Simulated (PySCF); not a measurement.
Löwdin shares of the frontier orbitals

Ti(SH)4 (singlet state).
Geometry (PBE0-D3(BJ)/def2-SVP, Å), atoms numbered from 1 in this order:
```
atom  x, y, z in Å
Ti1    0.0153   -0.0008    0.0029
S2    -0.0131   -0.2371    2.2477
H3     0.8801    0.7868    2.2811
S4     2.1315    0.0617   -0.7773
H5     2.3650   -1.0484   -0.0293
S6    -1.0486    1.9170   -0.5311
H7    -1.0051    1.4965   -1.8229
S8    -1.0143   -1.7643   -0.9520
H9    -2.1780   -1.2808   -0.4448
```

Computed with TDDFT wB97X-D/def2-SVPD, vertical, gas phase, core orbitals frozen in the response in PySCF 2.14.0, density-fitted response routines.

Kohn–Sham orbitals with the atoms that hold most of them (Löwdin shares over 4%, at most four atoms; ? is withheld):

```csv
orbital,ε (eV),atoms
HOMO-3,-10.70,"S8 19%, S4 19%, S6 19%, S2 19%"
HOMO-2,-10.21,"S4 20%, S2 19%, S8 19%, S6 19%"
HOMO-1,-9.76,"S2 39%, S4 38%, Ti1 6%, S6 5%"
HOMO,-9.74,"S6 39%, S8 38%, Ti1 6%, S2 5%"
LUMO,?,?
LUMO+1,-1.28,"Ti1 75%, S4 6%, S2 6%, S6 5%"
LUMO+2,-0.84,"Ti1 61%, S2 11%, S4 11%, S6 6%"
```

Question: Give the leading atoms of the LUMO.

Answer: Ti1 (bonded to 4 S) 78%; S4 (bonded to Ti and H) 4%; S8 (bonded to Ti and H) 4%; S6 (bonded to Ti and H) 4%. By element: titanium 78%, sulfur 13% or more.

Question: What is the LUMO energy, and the HOMO–LUMO gap?

Answer: ε(LUMO) = -1.42 eV; the gap is 8.32 eV (0.3058 hartree).

Question: The HOMO–LUMO gap is 8.32 eV. Where does the response calculation put the lowest singlet, and from which orbitals?

Answer: S1 is at 3.47 eV (f = 0.0012), 4.85 eV below the gap, made of HOMO→LUMO (83%). S1/S2 lie within about 0.01 eV of each other. 

For S1 the Löwdin share of titanium is 6% in HOMO and 78% in LUMO (ligand-to-metal charge transfer by this measure).

Next come S2 at 3.48 eV (f 0.0010), HOMO-1→LUMO (84%); S3 at 3.82 eV (f 0.034), HOMO→LUMO+1 (75%), HOMO→LUMO (8%); S4 at 3.84 eV (f 0.029), HOMO-1→LUMO+1 (54%), HOMO-2→LUMO (23%); S5 at 3.84 eV (f 0.020), HOMO-2→LUMO (63%), HOMO-1→LUMO+1 (22%).

Orbitals of the list HOMO-3 to LUMO+2 that lie within 0.01 eV of each other are written together with a slash and their weights summed (≥ marks a lower bound); for degenerate orbitals outside that list single weights are arbitrary.

Löwdin shares depend on the basis, the more so with diffuse functions.

The run took 31 s of wall time (with the writing of density and orbital grids) on AMD EPYC 7B13, one thread, on a shared host, and the process peaked at 0.78 GiB of memory.
